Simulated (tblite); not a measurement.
Compound: C₄H₁₃OPSi₂.
Structure used (GFN2-xTB), in Å, numbered top down from 1:
```xyz
21
C4H13OPSi2 angstrom
C     -3.4063    0.8460    0.0560
C     -2.1714    0.1752    0.5873
O     -1.9257    0.1072    1.7716
C     -1.2205   -0.3605   -0.4304
P      0.3985    0.5862   -0.2028
Si     0.7385   -0.0123    1.9463
C      1.5074   -0.6222   -1.0728
Si     3.2827    0.0422   -1.2554
H     -3.9715    0.1515   -0.5627
H     -3.1036    1.6849   -0.5690
H     -4.0272    1.2036    0.8733
H     -1.0137   -1.4162   -0.2360
H     -1.5851   -0.2355   -1.4518
H      0.3004   -1.3761    2.2408
H      2.2069   -0.0115    2.0733
H      0.2153    1.0295    2.8152
H      1.0867   -0.7712   -2.0709
H      1.4943   -1.5860   -0.5596
H      3.9130    0.2049    0.0532
H      3.2426    1.3212   -1.9631
H      4.0297   -0.9440   -2.0431
```

Calculated harmonic vibrations of the isolated species, GFN2-xTB (tblite), most abundant isotopes, no scaling. Errors from tens to a few hundred cm⁻¹ against measured bands are possible. Modes of hydrogen on silicon can be 10 to 20 % off. One conformer, not necessarily the lowest.

Harmonic wavenumbers (cm⁻¹): 39.6, 48.5, 67.8, 88.0, 111.2, 137.3, 148.6, 189.7, 201.0, 224.3, 285.4, 378.4, 443.2, 499.0, 502.0, 519.5, 525.7, 535.1, 554.1, 684.7, 709.9, 724.5, 731.7, 767.2, 776.2, 783.5, 796.8, 812.5, 820.8, 848.2, 891.3, 955.7, 990.3, 1038.5, 1083.2, 1122.8, 1144.1, 1216.9, 1362.7, 1421.9, 1428.0, 1449.0, 1453.6, 1723.7, 2166.5, 2239.9, 2249.6, 2276.9, 2281.9, 2333.7, 2932.2, 2935.0, 2943.3, 2964.6, 3016.6, 3025.3, 3053.6.

A = 2249, B = 623.9, C = 523.2 MHz; mass 164.024 u (most abundant isotopes); point group C1, symmetry number 1.

Q: What is the zero-point energy?

A: Half the sum of the wavenumbers: 32828 cm⁻¹ = 93.86 kcal/mol.

Q: What is S at 200 K and 1 bar for an ideal gas of classical rigid rotors and harmonic oscillators?

A: Translation 39.24, rotation 29.27, vibration 29.42: S = 97.9 cal/(mol K).

Q: And Cp and H(200 K) − H(0)?

A: Cp = 37.12 cal/(mol K), of which vibrations give 29.17 (their classical limit is 57 R = 113.3); H(200 K) − H(0) = 4.68 kcal/mol without the zero-point energy, 3.09 from vibrations.

Q: Blend soft modes into free rotors: weight 1/[1 + (100 cm⁻¹/ν̃)⁴] for the oscillator and the rest for a rotor with moment μB/(μ + B), μ = h/(8π²ν), B = 10⁻⁴⁴ kg m². What vibrational entropy results?

A: 26.83 cal/(mol K) in place of 29.42, which changes −T·S at 200 K by +0.52 kcal/mol.

Q: Which modes carry the vibrational entropy at 200 K?

A: 39.6 cm⁻¹: 4.49; 48.5 cm⁻¹: 4.09; 67.8 cm⁻¹: 3.43; 88.0 cm⁻¹: 2.93; 111.2 cm⁻¹: 2.48; 137.3 cm⁻¹: 2.09 cal/(mol K); the other 51 give 9.91 together.

Hindered rotation and anharmonicity are outside this model. Other conformers, if any are populated, would add a mixing term that is left out. The structure is chiral; the term R ln 2 for an equal mix with its mirror image is left out.
